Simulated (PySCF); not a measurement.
Compounds:

A. `InChI=1S/C7H15OP/c1-6-3-4-9(8)5-7(6)2/h6-7,9H,3-5H2,1-2H3/t6-,7-/m1/s1`
B. SMILES CC(C)[P@@]1(=O)CC[C@H]1C
C. SMILES NC(=O)C#CCC=O

Spectrum 1. 13C{1H} NMR (computed): δ 197.6 (CH), 154.0 (C), 88.6 (C), 82.2 (C), 37.7 (CH2).

Spectrum 2. 13C{1H} NMR (computed): δ 52.3 (CH), 35.2 (CH2), 29.9 (CH), 20.1 (CH2), 17.9 (CH3), 16.4 (CH3), 16.2 (CH3).

Spectrum 3. 13C{1H} NMR (computed): δ 42.7 (CH), 41.8 (CH2), 37.7 (CH), 34.2 (CH2), 33.9 (CH2), 25.0 (CH3), 22.5 (CH3).

Theoretical values (PySCF 2.14): shieldings: GIAO PBE0/pcSseg-1, structure optimised with GFN2-xTB. Non-relativistic Hamiltonian, in vacuum, fast rotation and ring inversion assumed for equivalent nuclei, one computed conformer.

Shifts are taken against calculated references (same method and geometry level): 13C against TMS. Splittings of carbon signals by F and P are missing where no couplings were computed. Acid and N–H amide carbonyl carbons lie up to 10 ppm further downfield in solution (hydrogen bonding). Shifts are as computed. Against solution values, carbons near 30 ppm lie about +3 ppm off and those near 130 ppm about +5 ppm. Of 1211 compounds with measured shifts, 218 miss one by over three times the rms of a fit or turn the order of signals round; such compounds aren't used in these exercises. Groups on amide-type nitrogens are kept apart (slow C–N rotation).

Q: Match each spectrum to its structure.

A: 1–C, 2–B, 3–A.

- Spectrum 1 (C): 5 13C signals; δC 197.6 is an aldehyde carbonyl carbon; δC 154.0 is an amide carbonyl carbon.
- Spectrum 2 (B): 7 13C signals; δC 20.1 is an sp3 CH2 in a ring; δC 17.9 is a methyl carbon.
- Spectrum 3 (A): 7 13C signals; δC 42.7 is an sp3 CH in a ring; δC 37.7 is an sp3 CH in a ring.
